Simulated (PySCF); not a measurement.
**Simulated absorption spectrum**

Species: (Cl)3Sn-O-SiH3.
Cartesian coordinates in Å at the PBE0-D3(BJ)/def2-SVP level; atoms count from 1:
```
atom  x, y, z in Å
Sn1    0.5347    1.4983    0.1867
Cl2    2.0999    0.8240    1.7551
Cl3   -1.2607    2.4820    1.2647
Cl4    1.4248    3.0092   -1.3151
O5    -0.0455   -0.0729   -0.7942
Si6   -0.5439   -1.6113   -0.3679
H7    -0.7076   -2.3828   -1.6301
H8    -1.8426   -1.5485    0.3676
H9     0.4737   -2.2673    0.5075
```

Method used: TDDFT CAM-B3LYP/def2-SVPD, vertical, gas phase, core orbitals frozen in the response, def2 core potentials past Kr (PySCF). Spin–orbit coupling is left out.

Computed states:

```json
{"state": "S1", "E (eV)": "5.23", "f": "0.0017"}
{"state": "S2", "E (eV)": "5.30", "f": "0.0003"}
{"state": "S3", "E (eV)": "5.43", "f": "0.016"}
{"state": "S4", "E (eV)": "5.54", "f": "0.022"}
{"state": "S5", "E (eV)": "5.67", "f": "0.078"}
{"state": "S6", "E (eV)": "5.75", "f": "0.047"}
{"state": "S7", "E (eV)": "5.77", "f": "0.044"}
{"state": "S8", "E (eV)": "5.93", "f": "0.019"}
{"state": "S9", "E (eV)": "7.31", "f": "0.083"}
{"state": "S10", "E (eV)": "7.37", "f": "0.142"}
```

Broadening: Gaussians 0.25 eV wide at half height, area fixed by f = 4.319×10⁻⁹ ∫ε dν̃. The width is an assumption, not a result. The curve ends short of the highest state used, and states not computed would add to its high-energy end.

(1) What does the envelope look like, and where are its maxima?

(2) Coming from long wavelengths, where does ε first pass 100 L mol⁻¹ cm⁻¹?

(3) On this curve, what absorbance would a 10⁻⁵ mol/L sample give at 248 nm over a 1 cm path?

Answers

(1) 
```json
{"E (eV)": "4.85", "ε (L mol⁻¹ cm⁻¹)": "0"}
{"E (eV)": "4.90", "ε (L mol⁻¹ cm⁻¹)": "2"}
{"E (eV)": "4.94", "ε (L mol⁻¹ cm⁻¹)": "5"}
{"E (eV)": "4.99", "ε (L mol⁻¹ cm⁻¹)": "15"}
{"E (eV)": "5.03", "ε (L mol⁻¹ cm⁻¹)": "35"}
{"E (eV)": "5.08", "ε (L mol⁻¹ cm⁻¹)": "81"}
{"E (eV)": "5.12", "ε (L mol⁻¹ cm⁻¹)": "144"}
{"E (eV)": "5.17", "ε (L mol⁻¹ cm⁻¹)": "270"}
{"E (eV)": "5.21", "ε (L mol⁻¹ cm⁻¹)": "437"}
{"E (eV)": "5.26", "ε (L mol⁻¹ cm⁻¹)": "787"}
{"E (eV)": "5.30", "ε (L mol⁻¹ cm⁻¹)": "1234"}
{"E (eV)": "5.34", "ε (L mol⁻¹ cm⁻¹)": "1860"}
{"E (eV)": "5.39", "ε (L mol⁻¹ cm⁻¹)": "2902"}
{"E (eV)": "5.43", "ε (L mol⁻¹ cm⁻¹)": "3960"}
{"E (eV)": "5.48", "ε (L mol⁻¹ cm⁻¹)": "5684"}
{"E (eV)": "5.52", "ε (L mol⁻¹ cm⁻¹)": "7546"}
{"E (eV)": "5.57", "ε (L mol⁻¹ cm⁻¹)": "10580"}
{"E (eV)": "5.61", "ε (L mol⁻¹ cm⁻¹)": "13342"}
{"E (eV)": "5.66", "ε (L mol⁻¹ cm⁻¹)": "16355"}
{"E (eV)": "5.70", "ε (L mol⁻¹ cm⁻¹)": "17587"}
{"E (eV)": "5.75", "ε (L mol⁻¹ cm⁻¹)": "16947"}
{"E (eV)": "5.79", "ε (L mol⁻¹ cm⁻¹)": "14822"}
{"E (eV)": "5.84", "ε (L mol⁻¹ cm⁻¹)": "11113"}
{"E (eV)": "5.88", "ε (L mol⁻¹ cm⁻¹)": "8154"}
{"E (eV)": "5.92", "ε (L mol⁻¹ cm⁻¹)": "5689"}
{"E (eV)": "5.97", "ε (L mol⁻¹ cm⁻¹)": "3448"}
{"E (eV)": "6.01", "ε (L mol⁻¹ cm⁻¹)": "2211"}
{"E (eV)": "6.06", "ε (L mol⁻¹ cm⁻¹)": "1164"}
{"E (eV)": "6.10", "ε (L mol⁻¹ cm⁻¹)": "632"}
{"E (eV)": "6.15", "ε (L mol⁻¹ cm⁻¹)": "252"}
{"E (eV)": "6.19", "ε (L mol⁻¹ cm⁻¹)": "105"}
{"E (eV)": "6.24", "ε (L mol⁻¹ cm⁻¹)": "29"}
{"E (eV)": "6.28", "ε (L mol⁻¹ cm⁻¹)": "9"}
{"E (eV)": "6.33", "ε (L mol⁻¹ cm⁻¹)": "2"}
{"E (eV)": "6.37", "ε (L mol⁻¹ cm⁻¹)": "0"}
{"E (eV)": "6.42", "ε (L mol⁻¹ cm⁻¹)": "0"}
{"E (eV)": "6.46", "ε (L mol⁻¹ cm⁻¹)": "0"}
{"E (eV)": "6.50", "ε (L mol⁻¹ cm⁻¹)": "0"}
{"E (eV)": "6.55", "ε (L mol⁻¹ cm⁻¹)": "0"}
{"E (eV)": "6.59", "ε (L mol⁻¹ cm⁻¹)": "0"}
{"E (eV)": "6.64", "ε (L mol⁻¹ cm⁻¹)": "0"}
{"E (eV)": "6.68", "ε (L mol⁻¹ cm⁻¹)": "0"}
{"E (eV)": "6.73", "ε (L mol⁻¹ cm⁻¹)": "0"}
{"E (eV)": "6.77", "ε (L mol⁻¹ cm⁻¹)": "0"}
```

Maxima: 217 nm (5.71 eV), ε about 18000, made up of S5 (44%), S6 (27%) and S7 (24%) (ε in L mol⁻¹ cm⁻¹; maxima over ε = 5, shares over 10%). At its high-energy end, 6.77 eV, the curve is still rising (ε about 0.024, from S9).

(2) At about 243 nm (5.09 eV), 0.13 eV below S1.

(3) 248 nm is 4.999 eV, where ε is about 19 L mol⁻¹ cm⁻¹, so A = ε c l ≈ 0.00019 (Beer–Lambert, with the gas-phase spectrum and the assumed width).

All these states lie below the vertical ionisation energy of 11.35 eV (ΔSCF).

The run took 8.3 min of wall time (with the writing of density and orbital grids) on one thread of an Intel Xeon at 2.50 GHz, shared host, and the process peaked at 1.0 GiB of memory.
